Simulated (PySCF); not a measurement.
Working out the ionisation energy of Ir⁺

Ir⁺ [Xe] 4f14 5d7 6s1 (5F) → Ir²⁺ [Xe] 4f14 5d7 (4F). All numbers are calculated (PySCF 2.14, a scalar-relativistic core potential, in aug-cc-pwCVDZ-PP with ECP60MDF (6s6p5d3f, 70 functions)). Frozen: nothing. Energies in hartree (1 hartree = 27.21139 eV):

```json
{"part": "UHF", "Ir⁺ (lower)": "-103.365464", "Ir²⁺ (upper)": "-102.764732"}
{"part": "MP2 opposite-spin", "Ir⁺ (lower)": "-0.264091", "Ir²⁺ (upper)": "-0.240554"}
{"part": "MP2 same-spin", "Ir⁺ (lower)": "-0.139810", "Ir²⁺ (upper)": "-0.114196"}
```

Task: What does Hartree-Fock give?

Result: (-102.764732) − (-103.365464) = 0.600732 hartree = 16.347 eV.

Task: What do MP2 and SCS-MP2 (6/5 opposite-spin, 1/3 same-spin) give?

Result: The opposite-spin parts differ by 0.640 eV and the same-spin parts by 0.697 eV. MP2: 16.347 + (0.640) + (0.697) = 17.684 eV. SCS-MP2: 16.347 + 1.2 × (0.640) + (0.697)/3 = 17.347 eV.

Reference: 17 ± 0.3 eV (semi-empirical (NIST evaluation); NIST Atomic Spectra Database, ionization energies), between the lowest levels; spin-orbit coupling is absent from the calculation.

A double-zeta basis recovers only part of the correlation energy.

What remains against the reference includes basis incompleteness and correlation beyond second order.
